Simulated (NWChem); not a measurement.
System: C3H5ClSi; SMILES C=C=C([SiH3])Cl

Input file for NWChem:

```
start job
memory heap 200 mb stack 900 mb global 1100 mb
geometry units angstroms noautosym nocenter noautoz
  C     -0.635145    -2.602751    -0.210106
  C     -0.303848    -1.354885    -0.002013
  C     -0.019232    -0.091288     0.195610
  Si    -1.255174     1.315096     0.015844
  Cl     1.600722     0.403231     0.661307
  H     -0.543545    -3.056077    -1.203320
  H     -1.008757    -3.233918     0.603782
  H     -2.576252     0.747395    -0.380052
  H     -0.767965     2.267159    -1.024942
  H     -1.370760     2.036754     1.316951
end
basis spherical
  * library 6-31g*
end
dft
  xc b3lyp
  iterations 150
end
property
  shielding 8 1 2 3 4 5 6 8 9
end
task dft property
```

Output (shortened):

```
             Northwest Computational Chemistry Package (NWChem) 7.3.0
             --------------------------------------------------------

                             Geometry "geometry" -> ""
                             -------------------------

 Output coordinates in angstroms (scale by  1.889725989 to convert to a.u.)

  No.       Tag          Charge          X              Y              Z
 ---- ---------------- ---------- -------------- -------------- --------------
    1 C                    6.0000    -0.63514500    -2.60275100    -0.21010600
    2 C                    6.0000    -0.30384800    -1.35488500    -0.00201300
    3 C                    6.0000    -0.01923200    -0.09128800     0.19561000
    4 Si                  14.0000    -1.25517400     1.31509600     0.01584400
    5 Cl                  17.0000     1.60072200     0.40323100     0.66130700
    6 H                    1.0000    -0.54354500    -3.05607700    -1.20332000
    7 H                    1.0000    -1.00875700    -3.23391800     0.60378200
    8 H                    1.0000    -2.57625200     0.74739500    -0.38005200
    9 H                    1.0000    -0.76796500     2.26715900    -1.02494200
   10 H                    1.0000    -1.37076000     2.03675400     1.31695100

 Effective nuclear repulsion energy (a.u.)     242.8721517344

                              NWChem Property Module
                              ----------------------

  itol2e modified to match energy
  convergence criterion.

                                 NWChem DFT Module
                                 -----------------

 Summary of "ao basis" -> "ao basis" (spherical)
 ------------------------------------------------------------------------------
       Tag                 Description            Shells   Functions and Types
 ---------------- ------------------------------  ------  ---------------------
 C                           6-31g*                  6       14   3s2p1d
 Si                          6-31g*                  8       18   4s3p1d
 Cl                          6-31g*                  8       18   4s3p1d
 H                           6-31g*                  2        2   2s

  itol2e modified to match energy
  convergence criterion.

[...]

          -----------------------------------------
          Chemical Shielding Tensors (GIAO, in ppm)
          -----------------------------------------

                                NWChem CPHF Module
                                ------------------

  scftype          =     RHF
  nclosed          =       27
  nopen            =        0
  variables        =     1647
  # of vectors     =        3
  tolerance        = 0.10D-03
  level shift      = 0.00D+00
  max iterations   =       50
  max subspace     =       30

 SCF residual:    2.6781649227684467E-005

Iterative solution of linear equations
  No. of variables     1647
  No. of equations        3
  Maximum subspace       30
        Iterations       50
       Convergence  1.0D-04

   iter   nsub   residual    time
   ----  ------  --------  ---------
     1      3    5.12D-01      34.6
     2      6    2.13D-02      38.1
     3      9    1.65D-03      41.9
     4     12    1.29D-04      45.7
     5     15    8.34D-06      49.5

      Atom:    1  C
        Diamagnetic
    265.8048      0.7235     -3.3595
      0.7235    270.9933     -0.6146
     -3.3595     -0.6146    278.2060

        Paramagnetic
   -100.5869    -15.0751     34.5512
    -15.0751   -139.4079      6.0740
     34.5512      6.0740   -231.0709

        Total Shielding Tensor
    165.2179    -14.3515     31.1917
    -14.3515    131.5855      5.4594
     31.1917      5.4594     47.1350

           isotropic =     114.6461
          anisotropy =      92.8353

          Principal Components and Axis System
                 1           2           3
              176.5363    128.8341     38.5680

      1         0.9377      0.2432     -0.2482
      2        -0.2733      0.9572     -0.0949
      3         0.2145      0.1568      0.9641

      Atom:    2  C
        Diamagnetic
    217.1928     16.6110      3.2706
     16.6110    281.9813     11.2776
      3.2706     11.2776    212.7903

        Paramagnetic
   -252.7643    -14.8959     -4.2368
    -14.8959   -257.4145     -5.3512
     -4.2368     -5.3512   -243.6180

        Total Shielding Tensor
    -35.5714      1.7151     -0.9663
      1.7151     24.5667      5.9264
     -0.9663      5.9264    -30.8277

           isotropic =     -13.9441
          anisotropy =     -32.9431

          Principal Components and Axis System
                 1           2           3
              -35.9062    -31.1623     25.2360

      1         0.9684     -0.2482      0.0264
      2        -0.0514     -0.0949      0.9942
      3         0.2442      0.9641      0.1046

      Atom:    3  C
        Diamagnetic
    285.8144     -3.6375      7.0187
     -3.6375    267.3083      0.0624
      7.0187      0.0624    258.9728

        Paramagnetic
   -231.8956     20.2855    -29.6475
     20.2855   -169.0832     -0.6931
    -29.6475     -0.6931   -116.6755

        Total Shielding Tensor
     53.9188     16.6480    -22.6289
     16.6480     98.2251     -0.6307
    -22.6289     -0.6307    142.2973

           isotropic =      98.1470
          anisotropy =      75.0566

          Principal Components and Axis System
                 1           2           3
              148.1848    102.5303     43.7261

      1        -0.2482      0.2528      0.9351
      2        -0.0949      0.9544     -0.2832
      3         0.9641      0.1590      0.2129

      Atom:    4  Si
        Diamagnetic
    884.8994     -3.2870      1.3036
     -3.2870    884.0917     -0.3036
      1.3036     -0.3036    878.8845

[...]
```

Level: B3LYP/6-31G* (spherical d), GIAO. Coordinates come from a PBE0/def2-SVP optimisation. The output numbers the shielded atoms by their place in the input's list. The printed shielding anisotropy is the first printed principal value minus the mean of the other two.
